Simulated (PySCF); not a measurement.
**Adding and removing an electron: LiTe**

UHF-CCSD(T); Li def2-SVPD, Te def2-SVPD with ECP28; scalar-relativistic core potentials (PySCF 2.14). Neutral (UHF): doublet (π ↑), Re = 2.536 Å, ωe = 434 cm⁻¹, De = 2.35 eV.

LiTe⁻ (RHF): singlet (closed shell), Re = 2.440 Å, ωe = 477 cm⁻¹. The energies at the minima are -274.60807 hartree for LiTe and -274.65665 for LiTe⁻.

(1) Work out the adiabatic electron affinity, without and with harmonic zero-point energies (1 hartree = 27.2114 eV, 1 eV = 8065.5 cm⁻¹), and the change of the bond length.

Correlated steps freeze 4 core orbitals. Correlated levels converge slowly with the basis: in double zeta they bind strong bonds too weakly, by up to about 1 eV, and carry superposition errors of some tenths. Spin–orbit coupling is left out, which matters for elements this heavy, above all for dissociation energies. States were picked by a PBE0 search and need not be the measured ground states.

Neutral and ion stand on different kinds of reference determinant, which adds to the error of the difference.

## Answers

(1) At CCSD(T): 0.04858 hartree = 1.322 eV between the minima; the zero-point term (434.0 − 477.0)/2 cm⁻¹ = -0.003 eV makes it 1.319 eV. Re changes by -9.6 pm against the neutral. The electron enters a π orbital, and the shorter bond of the ion fits a bonding orbital, or a change in how ionic the bond is.
